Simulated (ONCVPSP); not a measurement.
# Configuration tests for promethium (Pm) (ONCV)

| Quantity | Value |
| --- | --- |
| Element | promethium (Pm) |
| Generator | ONCVPSP 4.0.1 |
| Type | optimised norm-conserving Vanderbilt (ONCV) |
| Functional | PBE |
| Relativity | fully relativistic |
| Frozen core | [Kr] 4d10 4f4 |
| Valence charge | 11 |
| Reference configuration | 5s2 5p6 5d1 6s2 |
| Partial waves | 5s+6s: rc 2.05 bohr, ncon 3, nbas 6, qcut 5.2 1/bohr, 3 projectors, debl 3.4 Ha; 5p: rc 1.90 bohr, ncon 4, nbas 9, qcut 5.1 1/bohr, 2 projectors, debl 2.8 Ha; 5d: rc 2.80 bohr, ncon 3, nbas 7, qcut 6.3 1/bohr, 2 projectors, debl 3.8 Ha |
| Local potential | polynomial inside 1.40 bohr (lpopt 3, dvloc0 6 Ha) |
| Core correction | polynomial model core, fcfact 0.4 |

Open shells are filled in proportion to 2j + 1.

Energies are relative to the spin-unpolarised reference configuration 5s2 5p6 5d1 6s2; without spin polarisation the order of configurations can differ from experiment.

```tsv
valence configuration	charge	ΔE all-electron (eV)	error AE − PS (meV)
5s2 5p6 5d1 6s0	+2	17.962	-18
5s2 5p6 5d0 6s0	+3	37.562	-104
```

Problem. What are ΔE and the potential's error for 5s1 5p6 5d1 6s2?

Solution. ΔE = 50.532 eV all-electron; the error (AE − PS) is -313 meV.

Problem. What are ΔE and the potential's error for 5s2 5p6 5d1 6s1?

Solution. ΔE = 6.360 eV all-electron; the error (AE − PS) is -2.5 meV.

Levels in the configuration 5s2 5p6 5d1 6s1:

| level | all-electron (eV) | pseudo (eV) |
| --- | --- | --- |
| 5s j=1/2 | -51.280 | -51.323 |
| 5p j=3/2 | -30.410 | -30.436 |
| 5p j=1/2 | -33.914 | -33.944 |
| 5d j=5/2 | -8.434 | -8.443 |
| 5d j=3/2 | -8.707 | -8.717 |
| 6s j=1/2 | -8.888 | -8.895 |
